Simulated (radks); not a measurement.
Valence configurations of the technetium ion Tc+ (all share [Kr]). Calculated with a radial shooting solver on a logarithmic mesh with Libxc functionals: Dirac Kohn-Sham, PBE, spin-unpolarised, spherical densities, finite nucleus; open shells fill j = l - 1/2 first; Fermi nuclear charge, rms radius 4.4112 fm. Energies are relative to 4d5 5s1; eigenvalues in eV.

valence          E (eV)  e(4d3/2)  e(4d5/2)  e(5p1/2)  e(5p3/2)  e(5s1/2)
4d6              -1.829   -11.592   -11.323         -         -         -
4d5 5s1           0.000   -14.197   -13.903         -         -   -11.370
4d5.5 5p0.5       1.013   -13.418   -13.134    -6.906         -         -
4d5 5s0.5 5p0.5   2.192   -14.752   -14.455    -7.322         -   -11.733
4d4 5s2           3.306   -17.061         -         -         -   -12.629
4d5 5p1           4.411   -15.292   -14.993    -7.623         -         -
4d4 5s1 5p1       8.099   -18.123         -    -8.459         -   -13.300
4d4.5 5p1.5       8.392   -17.201   -16.887    -8.322         -         -
4d2 5s2 5p2      27.102   -25.315         -   -10.606         -   -16.313
4d2 5s1 5p3      33.236   -26.350         -   -11.121   -10.733   -16.915

NIST lists [Kr] 4d5 5s1 as the ground configuration; this level of theory puts 4d6 lower, by 1.829 eV. The energies are those of spherical spin-averaged densities, not of single terms.
